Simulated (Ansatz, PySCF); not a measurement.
Ligands exchanged one at a time, Al NH2-SH. Gas-phase values, no solvent. One relaxed conformer stands for each flexible species; it need not be the lowest. Strings in code marks are SMILES.

Quantity: redistribution energy (mixed species minus the weighted end members), in kcal/mol.

Level 1: frozen-core MP2/cc-pVTZ // PBE-D3(BJ)/def2-TZVP (Ansatz, a quantum-chemistry and plane-wave program)
Level 2: B3LYP/6-31G* // PBE-D3(BJ)/def2-TZVP (PySCF)
Level 3: PBE/6-31G* // PBE-D3(BJ)/def2-TZVP (PySCF)
Level 4: frozen-core MP2/6-31G* // PBE-D3(BJ)/def2-TZVP (PySCF)

```tsv
species	level 1	level 2	level 3	level 4
1 of 3 NH2 replaced by SH: `[NH2][Al]([NH2])[SH]` (N–Al–S–H torsion 162°)	-1.01	-1.60	-1.57	-1.63
2 of 3 NH2 replaced by SH: `[NH2][Al]([SH])[SH]` (S–Al–S–H torsion -16°, S–Al–S–H torsion -17°)	-0.98	-1.46	-1.52	-1.34
```
